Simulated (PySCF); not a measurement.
Cd(Cl)(SeH) (CdClHSe), SMILES [SeH][Cd][Cl].

The structure is a stationary point at B3LYP-D3(BJ)/def2-TZVP. The def2 effective core potentials stand for the cores of Cd; spin–orbit coupling is left out. The values are those of a single conformer.

Level of theory: TDA-B3LYP/def2-SVPD (PySCF).

Vertical excitations.  State labels are in the subgroup Cs.

| state | symmetry | energy (eV) | λ (nm) | f | main pairs |
|---|---|---|---|---|---|
| S1 | A" | 3.72 | 333 | 0.015 | HOMO→LUMO 100 % |
| S2 | A" | 4.88 | 254 | 0.000 | HOMO→LUMO+1 99 % |
| S3 | A' | 5.12 | 242 | 0.012 | HOMO−1→LUMO 95 % |
| S4 | A" | 5.14 | 241 | 0.018 | HOMO−2→LUMO 99 % |
| S5 | A' | 5.33 | 233 | 0.016 | HOMO→LUMO+2 70 %, HOMO−3→LUMO 28 % |
| S6 | A" | 5.58 | 222 | 0.017 | HOMO→LUMO+3 98 % |
| S7 | A' | 6.30 | 197 | 0.184 | HOMO−1→LUMO+1 62 %, HOMO−3→LUMO 16 % |
| S8 | A" | 6.35 | 195 | 0.000 | HOMO−2→LUMO+1 99 % |
| S9 | A' | 6.51 | 190 | 0.055 | HOMO−3→LUMO+1 79 % |
| S10 | A' | 6.68 | 186 | 0.142 | HOMO−2→LUMO+2 62 %, HOMO−4→LUMO 17 % |
| T1 | A" | 3.36 | 369 | 0 | HOMO→LUMO 99 % |
| T2 | A' | 4.64 | 267 | 0 | HOMO−3→LUMO 80 %, HOMO−1→LUMO 15 % |
| T3 | A" | 4.70 | 264 | 0 | HOMO→LUMO+1 85 %, HOMO→LUMO+3 13 % |
| T4 | A' | 4.80 | 258 | 0 | HOMO−1→LUMO 84 %, HOMO−3→LUMO 15 % |
Triplets are in the Tamm–Dancoff approximation.
